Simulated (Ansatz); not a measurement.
A structure relaxed at PBE0-D4/def2-TZVP, charge 0, multiplicity 1:

```csv
atom,x (Å),y (Å),z (Å)
F1,-0.442,1.417,1.534
B2,0.018,1.487,0.293
Cl3,0.389,3.075,-0.353
O4,0.198,0.393,-0.450
Si5,-0.002,-1.246,-0.280
H6,-0.986,-1.679,-1.299
H7,1.314,-1.877,-0.528
H8,-0.487,-1.571,1.082
```

Give its formula and SMILES.

BClFH3OSi, `FB(Cl)O[SiH3]`.

Point group (tolerance 0.08 Å, 0.16 Å for H)?

Cs.

Summarise the bond lengths by kind.

1 × B–F 1.325 Å; 1 × B–Cl 1.754 Å; 1 × B–O 1.334 Å; 1 × O–Si 1.660 Å; 3 × H–Si 1.480 to 1.482 Å.

Results of the Gaussian-basis code of Ansatz.
